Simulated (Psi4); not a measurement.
diarsenic (As2), singlet, geometry from GFN2-xTB, with bond 2-1 at 1.3 times its length.

Input for Psi4:
```
memory 2 GB

molecule {
0 1
As   -0.00000000   -0.00000000   -1.04699221
As    0.00000000    0.00000000    1.67518754
}

set {
  basis sto-3g
}

energy('r2scan')
print_variables()
```

Problem. What does this run give for the number of basis functions, dipole moment?

Solution. 
```yaml
number_of_basis_functions: 36
dipole_moment: 0.00 D
```
